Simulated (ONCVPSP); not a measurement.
## Building the ONCV potential for hydrogen (H) (revPBE, scalar-relativistic).

ONCVPSP 4.0.1 was run on this input:

```
# ATOM AND REFERENCE CONFIGURATION
# atsym  z   nc   nv     iexc    psfile
  H 1.00    0    1  -102130      upf
#
#   n    l    f
    1    0    0.75
#
# PSEUDOPOTENTIAL AND OPTIMIZATION
# lmax
    1
#
#   l,   rc,      ep,       ncon, nbas, qcut
    0    1.20    0.00    5    9    6.20
    1    1.20    0.36    4    8    7.80
#
# LOCAL POTENTIAL
# lloc, lpopt,  rc(5),   dvloc0
    4    4    0.95    4.00
#
# VANDERBILT-KLEINMAN-BYLANDER PROJECTORs
# l, nproj, debl
    0    2    0.30
    1    3    1.80
#
# MODEL CORE CHARGE
# icmod, fcfact, rcfact
    0    0.00    0.00
#
# LOG DERIVATIVE ANALYSIS
# epsh1, epsh2, depsh
   -2.00    5.00    0.02
#
# OUTPUT GRID
# rlmax, drl
    6.00    0.01
#
# TEST CONFIGURATIONS
# ncnf
    2
# nvcnf
#   n    l    f
    1
    1    0    1.00
#
    1
    1    0    0.50
#
```

Command:

```bash
oncvpsp.x < H.dat > H.out
```

Output (shortened: citation, most of the input echo, consistency checks and plot data are left out):

```
ONCVPSP  (Optimized Norm-Conservinng Vanderbilt PSeudopotential)
scalar-relativistic version 4.0.1

#   n    l    f        energy (Ha)
    1    0    0.75    -3.5187822E-01

Reference configufation results
  iterations    14
  all-electron total energy (Ha)   -3.90942693D-01

Begin loop to  construct optimized pseudo wave functions
and semi-local pseudopoentials for all angular momenta

WARNING wellstate: negative energy specified for n= 2 l=  0
WARNING scattering state with energy  0.25000000
WARNING will be used for the first projector

   Wellstate for l =  0  n =  2
     eigenvalue =   0.2500
     asymptotic potential =   0.7500
     half-point radius =  4.9467

Calculating optimized projector #   1

 for l=   0

    Fraction of norm inside rc  0.439413
    Optimizing pswf for qcut=   6.21 a_B^-1,  ecut=  19.29 Ha
    Residual kinetic energy error=  2.78D-04 Ha

    Energy error per electron        Cutoff
         Ha          eV             Ha
         0.01000     0.27211        8.40
         0.00100     0.02721       15.24
         0.00010     0.00272       37.04
         0.00001     0.00027      137.08

Calculating optimized projector #   2

 for l=   0

    Fraction of norm inside rc  0.134069
    Optimizing pswf for qcut=   6.21 a_B^-1,  ecut=  19.29 Ha
    Residual kinetic energy error=  1.45D-04 Ha

    Energy error per electron        Cutoff
         Ha          eV             Ha
         0.01000     0.27211        6.59
         0.00100     0.02721       13.75
         0.00010     0.00272       20.31
         0.00001     0.00027       45.21

   Wellstate for l =  1  n =  2
     eigenvalue =   0.3600
     asymptotic potential =   0.8600
     half-point radius =  3.1304

   Wellstate for l =  1  n =  3
     eigenvalue =   2.1600
     asymptotic potential =   2.6600
     half-point radius =  2.6372

   Wellstate for l =  1  n =  4
     eigenvalue =   3.9600
     asymptotic potential =   4.4600
     half-point radius =  2.8093

Calculating optimized projector #   1

 for l=   1

    Fraction of norm inside rc  0.072663
    Optimizing pswf for qcut=   7.81 a_B^-1,  ecut=  30.48 Ha
    Residual kinetic energy error=  2.77D-07 Ha

    Energy error per electron        Cutoff
         Ha          eV             Ha
         0.01000     0.27211        2.40
         0.00100     0.02721        5.69
         0.00010     0.00272       12.22
         0.00001     0.00027       19.69

Calculating optimized projector #   2

 for l=   1

    Fraction of norm inside rc  0.169759
    Optimizing pswf for qcut=   7.81 a_B^-1,  ecut=  30.48 Ha
    Residual kinetic energy error=  2.15D-06 Ha

    Energy error per electron        Cutoff
         Ha          eV             Ha
         0.01000     0.27211        5.98
         0.00100     0.02721       12.00
         0.00010     0.00272       19.77
         0.00001     0.00027       25.95

Calculating optimized projector #   3

 for l=   1

    Fraction of norm inside rc  0.118787
    Optimizing pswf for qcut=   7.81 a_B^-1,  ecut=  30.48 Ha
    Residual kinetic energy error=  7.43D-06 Ha

    Energy error per electron        Cutoff
         Ha          eV             Ha
         0.01000     0.27211        8.55
         0.00100     0.02721       15.17
         0.00010     0.00272       23.44
         0.00001     0.00027       29.76

Construct Vanderbilt / Kleinmman-Bylander projectors

B matrix Hermiticity error, ll=   0
   1   2    8.2598E-06

  Orthonormal projector coefficients -6.9945E+00 -3.1646E+00

B matrix Hermiticity error, ll=   1
   1   2    2.0557E-05
   1   3   -4.7479E-05
   2   3    5.1011E-05

  Orthonormal projector coefficients -7.2805E+00 -3.2425E+00 -5.9970E-01

Pseudoatom total energy   -0.390561

Diagnostic tests using Vanderbilt-Kleinman-Bylander pseudopotentials
  1 or more projectors used as specified by nproj input data

   l    rcore       rmatch      e in        delta e   norm test  slope test

   0   1.2071562   1.2438081  -0.3518782  -0.0000021   1.0000098   1.0000223
   0   1.2071562   1.2438081   0.2500000  -0.0000001   1.0000323   1.0000323

   1   1.2071562   1.2438081   0.3600000   0.0000022   1.0000345   1.0000345
   1   1.2071562   1.2438081   2.1600000   0.0000142   1.0000741   1.0000741
   1   1.2071562   1.2438081   3.9600000  -0.0000000   1.0001498   1.0001498

 Testing for bound ghosts
   n   l    E NL Schr. Eq   E Basis Diag.   E Cutoff

   1   0       -0.351880       -0.320769    238.31

   2   1       -0.020964        0.398335    269.07

 Testing for highly-localized positive-energy ghosts
       l    <radius>/rc     E Basis Diag.   E Cutoff

Test configuration 0

   n   l     f        eae           eps        diff
   1   0  0.7500   -0.35187822   -0.35188033   -2.11D-06

    Total energies and differences
      AE_ref= -3.90942693D-01  AE_tst= -3.90942693D-01  dif=  0.00D+00
      PS_ref= -3.90560766D-01  PS_tst= -3.90560766D-01  dif=  5.55D-17
      PSP excitation error= -5.55D-17

Test configuration 1

   n   l     f        eae           eps        diff
   1   0  1.0000   -0.24047591   -0.24055653   -8.06D-05

    Total energies and differences
      AE_ref= -3.90942693D-01  AE_tst= -4.64774482D-01  dif= -7.38D-02
      PS_ref= -3.90560766D-01  PS_tst= -4.64404973D-01  dif= -7.38D-02
      PSP excitation error=  1.24D-05

Test configuration 2

   n   l     f        eae           eps        diff
   1   0  0.5000   -0.47083662   -0.47063972    1.97D-04

    Total energies and differences
      AE_ref= -3.90942693D-01  AE_tst= -2.88193256D-01  dif=  1.03D-01
      PS_ref= -3.90560766D-01  PS_tst= -2.87832710D-01  dif=  1.03D-01
      PSP excitation error=  2.14D-05
```

The run took about 2.8 s on one core of a shared server CPU.
